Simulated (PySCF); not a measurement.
Run record: geometry optimisation, `BOBSCF`.

Computed with PBE0-D3(BJ)/def2-SVP geometry optimisation, gas phase (PySCF 2.14.0). Start geometry: GFN2-xTB. The command runs a driver script over a list of jobs; the input below is this job's line of settings and its coordinates in Å.

Command:
```bash
OMP_NUM_THREADS=1 python probes_run.py task.json out
```

Input:
```
{"job": {"xc": "PBE0", "basis": "def2-SVP", "d3": "d3bj", "grid": 1, "shake": 0.01, "kind": "geom"}, "charge": 0, "multiplicity": 1}
B      2.881820     0.019280     0.585920
O      1.574040     0.225200     0.443120
B      0.281040     0.360250     0.289650
S     -0.687350    -1.086960    -0.142740
C     -2.390750    -0.357740    -0.054400
F     -2.670490     0.104600     1.207310
H      3.569200     0.157290    -0.359980
H      3.309930    -0.208860     1.640970
H     -0.243370     1.401100     0.451040
H     -3.111510    -1.135550    -0.279050
H     -2.474460     0.495550    -0.717660
```

Q: What does the run print?

A: 
```
step   0  E = -663.39464908  max force = 0.023794
step   1  E = -663.39891257  max force = 0.005870
step   2  E = -663.39938568  max force = 0.002513
step   3  E = -663.39947917  max force = 0.002029
step   4  E = -663.39961548  max force = 0.001051
step   5  E = -663.39965407  max force = 0.000477
step   6  E = -663.39969126  max force = 0.000580
step   7  E = -663.39969987  max force = 0.000648
step   8  E = -663.39970391  max force = 0.000197
optimisation converged
```

Energies in Eh; «max force» is the largest Cartesian gradient component in Eh/bohr.

Q: Give the first gradient maximum in eV/Å.

A: With 1 Eh/bohr = 51.422 eV/Å, 1.224 eV/Å.

Summary of the converged run: final energy -663.39970 Eh after 8 steps; dipole 1.51 D.

Q: Give the final coordinates.

A: 0.115 Å rms from the input after alignment:
```
atom  x, y, z in Å
B1     2.9169    0.0205    0.3842
O2     1.5953    0.2029    0.3220
B3     0.2691    0.3531    0.2766
S4    -0.7747   -1.1023    0.0283
C5    -2.4125   -0.3299    0.1438
F6    -2.7460   -0.0245    1.4238
H7     3.5571    0.0737   -0.6413
H8     3.4231   -0.1897    1.4628
H9    -0.2296    1.4476    0.3835
H10   -3.1283   -1.0636   -0.2587
H11   -2.4322    0.5869   -0.4648
```

The run took 41 s on one thread of an Arm Neoverse V1, on a shared host, and the process peaked at 0.45 GiB of memory.
Labels such as C1 count atoms from 1, the log's own numbers from 0.
